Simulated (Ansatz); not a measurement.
## A relaxation, step by step

Si2NH7ClOF3, singlet, PBE0-D4/def2-TZVP (Ansatz 0.2.0). Settings:

```yaml
hamiltonian: {xc: pbe0, dispersion: d4}
relax: {f_tol: 0.005, max_steps: 200}
```

Start, a step off a saddle point along its unstable mode:

```json
{"atom": "Si1", "x (Å)": "-0.4013", "y (Å)": "-0.0479", "z (Å)": "1.3573"}
{"atom": "O2", "x (Å)": "0.1645", "y (Å)": "-0.2866", "z (Å)": "-0.6696"}
{"atom": "Si3", "x (Å)": "0.5288", "y (Å)": "-1.6719", "z (Å)": "-1.5567"}
{"atom": "F4", "x (Å)": "-0.8468", "y (Å)": "0.1278", "z (Å)": "2.8902"}
{"atom": "F5", "x (Å)": "-1.8015", "y (Å)": "-0.5390", "z (Å)": "0.7801"}
{"atom": "Cl6", "x (Å)": "1.0112", "y (Å)": "-1.5320", "z (Å)": "1.6449"}
{"atom": "H7", "x (Å)": "-0.5037", "y (Å)": "1.9848", "z (Å)": "-0.4447"}
{"atom": "N8", "x (Å)": "0.0472", "y (Å)": "1.5853", "z (Å)": "1.0195"}
{"atom": "H9", "x (Å)": "-0.1846", "y (Å)": "0.4017", "z (Å)": "-1.1447"}
{"atom": "F10", "x (Å)": "-0.6792", "y (Å)": "2.1173", "z (Å)": "-1.1261"}
{"atom": "H11", "x (Å)": "1.9779", "y (Å)": "-1.9182", "z (Å)": "-1.4384"}
{"atom": "H12", "x (Å)": "-0.2729", "y (Å)": "-2.8042", "z (Å)": "-1.0563"}
{"atom": "H13", "x (Å)": "0.1535", "y (Å)": "-1.3093", "z (Å)": "-2.9424"}
{"atom": "H14", "x (Å)": "1.0440", "y (Å)": "1.7138", "z (Å)": "0.8964"}
{"atom": "H15", "x (Å)": "-0.2371", "y (Å)": "2.1785", "z (Å)": "1.7906"}
```

```csv
step,energy less the last (meV),largest force component (eV/Å)
1,3147.5,28.448
2,251.6,1.070
3,213.9,0.428
4,181.5,0.441
5,163.0,0.257
6,151.7,0.284
7,139.8,0.326
8,105.9,0.497
9,99.1,0.851
10,39.6,0.527
11,19.0,0.175
12,16.9,0.327
13,6.2,0.146
14,4.5,0.193
15,2.8,0.039
16,1.8,0.032
17,1.2,0.058
18,0.9,0.038
19,0.4,0.027
20,0.3,0.029
21,0.1,0.020
22,0.1,0.010
23,0.0,0.007
24,0.0,0.006
25,0.0,0.003
```

Step 4, positions (Å) and forces (eV/Å):

```
atom       x       y       z      Fx      Fy      Fz
 Si1  -0.421  -0.068   1.378  -0.135  -0.173   0.104
  O2   0.183  -0.274  -0.687   0.053  -0.068  -0.135
 Si3   0.557  -1.670  -1.555  -0.016   0.029   0.007
  F4  -0.892   0.121   2.904  -0.021   0.039  -0.003
  F5  -1.821  -0.512   0.772   0.134   0.015  -0.013
 Cl6   0.976  -1.543   1.681  -0.030   0.012  -0.012
  H7  -0.549   2.098  -0.328  -0.074  -0.098  -0.321
  N8   0.086   1.571   1.068  -0.008   0.261  -0.034
  H9  -0.241   0.437  -1.205  -0.026   0.118   0.026
 F10  -0.799   2.120  -1.285   0.121  -0.057   0.441
 H11   2.005  -1.943  -1.438   0.009   0.009   0.014
 H12  -0.238  -2.807  -1.047  -0.013   0.000   0.005
 H13   0.200  -1.361  -2.962   0.008  -0.014   0.004
 H14   1.070   1.667   0.841  -0.065  -0.034  -0.070
 H15  -0.117   2.165   1.864   0.060  -0.040  -0.011
```

Last step (25):

Si1  (-0.501, 0.053, 1.871)
O2  (0.524, -0.118, -1.176)
Si3  (0.670, -1.617, -1.853)
F4  (-1.109, 0.488, 3.261)
F5  (-1.677, -0.534, 1.010)
Cl6  (0.851, -1.413, 2.166)
H7  (-0.879, 1.915, -0.142)
N8  (0.133, 1.474, 1.155)
H9  (-0.197, 0.457, -1.471)
F10  (-1.275, 1.969, -1.014)
H11  (1.920, -2.189, -1.300)
H12  (-0.481, -2.490, -1.502)
H13  (0.766, -1.528, -3.334)
H14  (0.917, 1.304, 0.533)
H15  (0.337, 2.229, 1.797)
(Å)

The run took 54 s on 4 CPU threads of an AMD EPYC 7R13 and a share of one NVIDIA H100 (shared host), with 0.97 GiB of host memory at its peak.
